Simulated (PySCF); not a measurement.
Coordinates in bohr (charge 0 multiplicity 1):
```
Pt    0.0000    0.0000   -0.1486
O     3.3441    0.1344    0.8233
O    -3.3441   -0.1344    0.8233
H     3.9585   -1.5329    1.2874
H    -3.9586    1.5328    1.2875
```

These are results of PBE0/[Pt def2-SVP with ECP60, O def2-SVP, H def2-SVP], scalar-relativistic core potentials, density fitting, no spin–orbit coupling, PySCF, not measurements.

This geometry of Pt(OH)2 is a stationary point at this level.

Question: What is the point group?

Answer: C2.

Question: Is it a minimum?

Answer: Yes: all harmonic wavenumbers are real.

Question: Which band is strongest in the infrared?

Answer: 917 cm⁻¹ (b), 243 km/mol.

Question: What are the dipole moment and the gap between the highest occupied and lowest empty levels?

Answer: 0.54 D and 3.15 eV.

Question: Give the atomic charges and bond orders.

Answer: 
```tsv
atom	Mulliken	Löwdin	polar tensor	Mayer order to Pt1
Pt1	0.25	-0.06	0.61	–
O2,3	-0.35	-0.08	-0.59	1.21
H4,5	0.23	0.11	0.29	0.02
```
Other Mayer orders above 0.3: O–H 0.93 (×2).

Only a few start shapes were tried, so a lower isomer may exist. At this level a triplet minimum of C2 symmetry lies 22 kJ/mol below this structure. With an element this heavy the missing spin–orbit coupling can shift these numbers.
